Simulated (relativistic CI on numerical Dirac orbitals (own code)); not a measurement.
**Crystal-field levels of Pd⁺, 4d9**

Calculated by Dirac-Coulomb-Breit CI, separate exchange-only KLI orbitals for each configuration, model QED, valence Slater integrals scaled by 0.65, one configuration in a parametric crystal field (own radial code).

Field parameters in Wybourne normalisation: Td as Oh with Dq negative (B⁴₀ = 21Dq, B⁴₄ = √(5/14) B⁴₀). The field is a parameter set, without covalency.

S and J are read from ⟨S²⟩ = S(S + 1) and ⟨J²⟩ = J(J + 1) of each level; they are not fictitious spins.

Td, 10Dq = -1550 cm⁻¹, the lowest 3 levels:

| E (cm⁻¹) | Degeneracy | Irrep | S | J |
| --- | --- | --- | --- | --- |
| 0.0 | 2 | Γ7 | 0.50 | 2.50 |
| 748 | 4 | Γ8 | 0.50 | 2.45 |
| 4100 | 4 | Γ8 | 0.50 | 1.57 |

Principal g values of the ground doublet: 2.00, 2.00, 2.00.

Td, 10Dq = -2750 cm⁻¹, the lowest 3 levels:

| E (cm⁻¹) | Degeneracy | Irrep | S | J |
| --- | --- | --- | --- | --- |
| 0.0 | 2 | Γ7 | 0.50 | 2.50 |
| 1100 | 4 | Γ8 | 0.50 | 2.38 |
| 4948 | 4 | Γ8 | 0.50 | 1.67 |

Principal g values of the ground doublet: 2.00, 2.00, 2.00.

The free-ion ground term has S = 1/2. Every field shown keeps that spin.

Levels of this model without a field, named by their leading LS term (the scale mimics covalency, so terms lie below those of the real free ion): ²D5/2 0, ²D3/2 3298 cm⁻¹.
